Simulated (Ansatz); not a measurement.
MCl4 with several metals: PBE-D4/def2-TZVP single points in Ansatz on relaxed structures, gas phase. Core potentials for Hf, Nb, Zr, no spin–orbit coupling. HOMO and LUMO are taken over both spins. The spins of the ions were chosen, not always searched. A dash marks a value that wasn't run or was left out as unsound. The structures are stationary points that may keep the symmetry of their start. Remarks come from the PBE and PBE0 runs and from stability tests at other levels; not every state was tested. HOMO above LUMO (over both spins in singlets and doublets, within one spin in higher multiplets; at PBE or PBE0), or a gap under 0.15 eV within one spin, warns that the state may not be the lowest or that an electron is smeared out.

Q: Estimate the order by vertical IE (eV), lowest first.
A. ZrCl4 (singlet)
B. NbCl4 (doublet; oxidised ion singlet)

A: B (7.68), A (10.90).

In full:

| species | atoms | state | geometry | HOMO (eV) | LUMO (eV) | gap (eV) | vertical IE (eV) | vertical triplet (eV) | point group (within 0.1 Å) | remarks |
| --- | --- | --- | --- | --- | --- | --- | --- | --- | --- | --- |
| NbCl4 | 5 | doublet; oxidised ion singlet | r2SCAN-D4/def2-SVP | -4.87 | -4.58 | 0.30 | 7.68 | – | D2d | – |
| ZrCl4 | 5 | singlet | r2SCAN-D4/def2-SVP | -8.34 | -3.52 | 4.82 | 10.90 | 4.92 | Td | gap within one spin near zero at PBE or PBE0 (+1 doublet), gap within one spin near zero at PBE or PBE0 (triplet) |
| TiCl4 | 5 | singlet | PBE-D4/def2-SVP | -8.26 | -4.61 | 3.65 | 10.91 | 3.81 | Td | gap within one spin near zero at PBE or PBE0 (+1 doublet), gap within one spin near zero at PBE or PBE0 (triplet) |
| HfCl4 | 5 | singlet | PBE-D4/def2-SVP | -8.32 | -3.05 | 5.27 | 10.88 | 5.34 | Td | gap within one spin near zero at PBE or PBE0 (+1 doublet), gap within one spin near zero at PBE or PBE0 (triplet) |

The gap (eV) runs from 0.30 (NbCl4) to 5.27 (HfCl4). The vertical IE (eV) runs from 7.68 (NbCl4) to 10.91 (TiCl4). The vertical triplet (eV) runs from 3.81 (TiCl4) to 5.34 (HfCl4).
